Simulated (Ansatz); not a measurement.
Program: Ansatz. Geometries: PBE0-D4/def2-TZVP. ΔE: electronic, gas phase. CCSD(T)/CBS adds triple-zeta CCSD(T) − MP2 to the extrapolated MP2 energy (def2 sets, frozen cores). DFT in def2-TZVPP. B3LYP here is the variant with VWN-RPA as its local correlation; programs differ in this. Each species was taken in one conformer, which may not be the lowest.

Reaction (isomerisation): `[SiH3]OC[SiH2]Cl` → `[SiH3]CO[SiH2]Cl`

Question: Is it downhill or uphill in electronic energy at CCSD(T)/CBS, and by how much? (An estimate is asked.)

Answer: Ansatz gave: Downhill: ΔE = -0.12 eV.

Question: What do these levels give: PBE-D4, r2SCAN-D4, ωB97X-V, B2PLYP, PBE0, B3LYP, HF/def2-TZVPP, MP2/def2-TZVPP, CCSD/def2-TZVPP, CCSD(T)/def2-TZVPP, MP2/def2-QZVPP, SCS-MP2/def2-QZVPP? (Best estimate.)

Answer: The calculation gave: PBE-D4 -0.14, r2SCAN-D4 -0.14, ωB97X-V -0.12, B2PLYP -0.12, PBE0 -0.13, B3LYP -0.12, HF/def2-TZVPP -0.09, MP2/def2-TZVPP -0.12, CCSD/def2-TZVPP -0.12, CCSD(T)/def2-TZVPP -0.13, MP2/def2-QZVPP -0.12, SCS-MP2/def2-QZVPP -0.11 eV.

Largest T1 diagnostic among the species: 0.011.
